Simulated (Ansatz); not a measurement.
Cl₂FH₃OSi₂ (`O[SiH2][Si](F)(Cl)Cl`). Total charge 0; spin multiplicity 1. All single points use the PBE0-D4/def2-TZVP geometry. It is one conformer, not always the lowest.

```xyz
9

O    -1.502   -1.216    0.475
Si   -0.487    0.026    0.839
Si    0.855    0.355   -1.045
F     0.012    0.804   -2.314
Cl    2.183    1.852   -0.646
Cl    1.882   -1.323   -1.569
H    -2.133   -1.507    1.135
H    -1.215    1.290    1.136
H     0.405   -0.281    1.989
```

**Question.** What is the dipole moment at PBE/def2-TZVPP? (An estimate is asked.)

**Answer.** Ansatz gave: 2.88 D, with components (-1.49, -0.54, 2.40) D in this frame, pointing from negative to positive charge.

**Question.** And with r2SCAN, B3LYP, ωB97M-V? (Best estimate.)

**Answer.** Computed: r2SCAN 2.97 D, B3LYP 3.03 D, ωB97M-V 3.05 D.

**Question.** Give the Mulliken charges with PBE, B3LYP, ωB97M-V in def2-TZVPP. (Estimate.)

**Answer.** The calculation gave: 
| atom | PBE | B3LYP | ωB97M-V |
| --- | --- | --- | --- |
| O1 | -0.34 | -0.39 | -0.37 |
| Si2 | 0.29 | 0.37 | 0.29 |
| Si3 | 0.60 | 0.69 | 0.60 |
| F4 | -0.24 | -0.29 | -0.28 |
| Cl5 | -0.18 | -0.21 | -0.18 |
| Cl6 | -0.18 | -0.21 | -0.17 |
| H7 | 0.19 | 0.19 | 0.18 |
| H8 | -0.06 | -0.07 | -0.03 |
| H9 | -0.06 | -0.07 | -0.03 |

B3LYP here is the variant with VWN-RPA as its local correlation; programs differ in this.
